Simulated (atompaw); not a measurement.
What one change does to a pseudopotential (Tl (Z = 81), PAW (atompaw))

- Element: thallium
- Generator: atompaw 4.2.0.5
- Type: PAW
- Functional: LDA (PW92)
- Relativity: scalar-relativistic
- Frozen core: [Xe] 4f14 5d10
- Valence charge: 3
- Reference configuration: 6s1 6p0 (charge +2)
- Partial waves: 6s (bound): rc 2.45 bohr; 6s channel at -0.85 Ry: rc 2.45 bohr; 6p (bound, empty): rc 2.40 bohr; 6p channel at -0.75 Ry: rc 2.45 bohr
- Local potential: ultrasoft scheme with l = 2 at 0.5 Ry, radius 2.00 bohr
- Core correction: smooth core density matched at 2.20 bohr
- Augmentation charge: gaussian compensation charge, radius 1.90 bohr; PAW radius 2.45 bohr; waves and projectors: custom polynom vanderbiltortho

All-electron outer shells of the reference configuration (LDA (PW92), scalar-relativistic, ld1.x):

```tsv
shell	level (eV)	outermost node (bohr)	outermost maximum (bohr)
6s	-25.82	1.04	2.00
6p	-16.31	1.21	2.50
```

Change: local potential ultrasoft scheme with l = 2 at 0.5 Ry, radius 2.18 bohr.

Cutoffs: the cutoffs (Ry, on a coarse ladder) from which the occupation-weighted sum of valence levels, in a spherical-Bessel basis at the reference potential, stays within 10 and 1 mRy of its value at 400 Ry; they do not see the model core or the augmentation charge, which bear on the density cutoff.

Problem. What does the change do?

Solution. Both files are so soft that the ladder of cutoffs tells neither apart; the bound ghost in p disappears; the range in which the p phases agree narrows (upper end 4.5 → 0.6). A state that the projectors do not describe sees the local part alone, so a deeper or shallower local part can create or remove a ghost.

```tsv
quantity	base	changed
cutoff, loose	8 Ry	8 Ry
cutoff, tight	10 Ry	10 Ry
bound ghosts	p	none
s: phases at 2.46 bohr within 0.05 rad from the reference energy up to (Ry; the scan ends near 5)	3.6	3.8
p: phases at 2.46 bohr within 0.05 rad from the reference energy up to (Ry; the scan ends near 5)	4.5	0.6
lowest overlap eigenvalue by channel	s 0.10, p 0.17	s 0.12, p 0.19
```

 A true bound ghost makes a file unfit for plane-wave use even where its test errors are small: the radial tests pick states by their node count and pass the ghost by. The cutoffs see the waves, projectors and local potential, not the compensation charge or the core.
